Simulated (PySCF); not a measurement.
Molfile (atoms numbered from 1):
```
C5H15NSi2
     RDKit          3D

 23 23  0  0  0  0  0  0  0  0999 V2000
    3.4914    0.1757   -0.1000 C   0  0  0  0  0  0  0  0  0  0  0  0
    2.0549    0.6653   -0.0117 C   0  0  0  0  0  0  0  0  0  0  0  0
    1.0348   -0.3951   -0.4081 C   0  0  0  0  0  0  0  0  0  0  0  0
   -0.4202    0.0745   -0.3736 C   0  0  2  0  0  0  0  0  0  0  0  0
   -0.9222    0.5096    1.0203 C   0  0  0  0  0  0  0  0  0  0  0  0
   -2.8113    0.5844    0.9863 Si  0  0  0  0  0  4  0  0  0  0  0  0
   -3.1044   -0.6476   -0.2137 N   0  0  0  0  0  0  0  0  0  0  0  0
   -1.6679   -1.1970   -1.0357 Si  0  0  0  0  0  4  0  0  0  0  0  0
    3.6588   -0.6910    0.5598 H   0  0  0  0  0  0  0  0  0  0  0  0
    4.2072    0.9588    0.1928 H   0  0  0  0  0  0  0  0  0  0  0  0
    3.7447   -0.1400   -1.1251 H   0  0  0  0  0  0  0  0  0  0  0  0
    1.9212    1.5513   -0.6580 H   0  0  0  0  0  0  0  0  0  0  0  0
    1.8464    1.0093    1.0157 H   0  0  0  0  0  0  0  0  0  0  0  0
    1.1481   -1.2738    0.2539 H   0  0  0  0  0  0  0  0  0  0  0  0
    1.2786   -0.7572   -1.4242 H   0  0  0  0  0  0  0  0  0  0  0  0
   -0.5197    0.9402   -1.0579 H   0  0  0  0  0  0  0  0  0  0  0  0
   -0.4745    1.4625    1.3471 H   0  0  0  0  0  0  0  0  0  0  0  0
   -0.6330   -0.2470    1.7727 H   0  0  0  0  0  0  0  0  0  0  0  0
   -3.4351    0.2705    2.3115 H   0  0  0  0  0  0  0  0  0  0  0  0
   -3.3222    1.9355    0.5793 H   0  0  0  0  0  0  0  0  0  0  0  0
   -4.0307   -0.9972   -0.4301 H   0  0  0  0  0  0  0  0  0  0  0  0
   -1.8005   -1.1520   -2.5278 H   0  0  0  0  0  0  0  0  0  0  0  0
   -1.2761   -2.6023   -0.6800 H   0  0  0  0  0  0  0  0  0  0  0  0
  1  2  1  0
  2  3  1  0
  3  4  1  0
  4  5  1  0
  5  6  1  0
  6  7  1  0
  7  8  1  0
  8  4  1  0
  1  9  1  0
  1 10  1  0
  1 11  1  0
  2 12  1  0
  2 13  1  0
  3 14  1  0
  3 15  1  0
  4 16  1  6
  5 17  1  0
  5 18  1  0
  6 19  1  0
  6 20  1  0
  7 21  1  0
  8 22  1  0
  8 23  1  0
M  END
```

Geometry: PBE0-D3(BJ)/def2-SVP; GIAO shifts from PySCF 2.14, gas phase, non-relativistic, averaged over equivalent atoms.

At PBE0/pcSseg-1 (225 basis functions, 87 s wall time on 1 thread of an Arm Neoverse N1, shared host):
| atoms | δ (ppm) |
| --- | --- |
| C3 | 37.1 |
| C2 | 26.1 |
| C4 | 22.6 |
| C1 | 16.5 |
| C5 | 12.8 |
| Si8 | -15.6 |
| Si6 | -17.3 |
| N7 | 8.9 |
| H19 | 4.99 |
| H20 | 4.90 |
| H22 | 4.87 |
| H23 | 4.62 |
| H13 | 1.70 |
| H15 | 1.41 |
| H17 | 1.27 |
| H16 | 1.10 |
| H9/H10/H11 | 1.02 |
| H14 | 1.00 |
| H12 | 0.99 |
| H18 | 0.50 |
| H21 | -0.30 |

Shifts are taken against calculated references (same method and geometry level): ¹³C (σref 184.41) and ²⁹Si (σref 351.99) and ¹H (σref 31.27) vs TMS; ¹⁵N (σref 265.67) against NH3.

Q: Estimate the result of repeating the calculation with wB97X-D/pcSseg-1.

A: 
| atoms | δ at wB97X-D/pcSseg-1 | change |
| --- | --- | --- |
| C3 | 36.4 | -0.7 |
| C2 | 25.6 | -0.5 |
| C4 | 21.2 | -1.4 |
| C1 | 16.6 | +0.1 |
| C5 | 12.1 | -0.7 |
| Si8 | -15.3 | +0.3 |
| Si6 | -17.6 | -0.3 |
| N7 | 6.2 | -2.7 |
| H19 | 4.89 | -0.10 |
| H20 | 4.79 | -0.11 |
| H22 | 4.77 | -0.10 |
| H23 | 4.53 | -0.09 |
| H13 | 1.64 | -0.06 |
| H15 | 1.33 | -0.08 |
| H17 | 1.17 | -0.10 |
| H16 | 0.97 | -0.13 |
| H9/H10/H11 | 1.02 | +0.00 |
| H14 | 0.97 | -0.03 |
| H12 | 0.97 | -0.02 |
| H18 | 0.44 | -0.06 |
| H21 | -0.29 | +0.01 |

δ = σ(ref) − σ, references computed at the same level: TMS for ¹³C (184.54 ppm) and ²⁹Si (352.93 ppm) and ¹H (31.38 ppm); ¹⁵N (263.98 ppm) against NH3.

The largest change is at N7 (nitrogen bonded to 2 Si, H, in a 5-membered ring). Cost: 225 basis functions, 110 s wall time on 1 thread of an Arm Neoverse N1, shared host. The order of the carbon signals is the same at both levels.

Experimental scales use liquid or dissolved standards, which lie at an offset from isolated NH3 (liquid NH3: subtract about 20 ppm).
